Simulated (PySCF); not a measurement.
**Molecular orbitals of BeHg**

PW91 at R = 2.968 Å; basis Be cc-pVDZ, Hg cc-pVDZ-PP with ECP60; scalar-relativistic core potentials; PySCF 2.14. State: ¹Σ⁺ (singlet), closed shell. Only the outer orbitals are listed, counted within each symmetry, core potentials removing the inner ones.

```
orbital  occ.  ε (eV)  on Be (%)   main shells (%)
     4σ     2  -10.38          2           98 Hg d
     2π     2  -10.29          0          100 Hg d
     2π     2  -10.29          0          100 Hg d
     1δ     2  -10.26          0          100 Hg d
     1δ     2  -10.26          0          100 Hg d
     5σ     2   -7.59         16  81 Hg s, 14 Be s
     6σ     2   -5.26         79  78 Be s, 16 Hg s
     3π     0   -2.33         73  73 Be p, 26 Hg p
     3π     0   -2.33         73  73 Be p, 26 Hg p
     7σ     0   -2.33         64  62 Be p, 33 Hg p
```

Task: Which are the highest filled and the lowest empty level, where do they sit, and how wide is the gap?

Result: Highest filled 6σ at -5.26 eV (in %: 78 Be s, 16 Hg s); lowest empty 3π at -2.33 eV (in %: 73 Be p, 26 Hg p); the gap at PW91 is 2.93 eV.

```json
{
  "bond order (Mayer)": "0.32",
  "⟨S²⟩": "0.000",
  "charge on Be (Mulliken, basis-dependent)": "0.06",
  "charge on Be (Löwdin, basis-dependent)": "0.06",
  "dipole moment (positive dipole means Be(−)Hg(+))": "0.16 D"
}
```

Closed-shell solutions of metal pairs were not tested for spin polarisation, which can lower them a little. Spin–orbit coupling is left out.
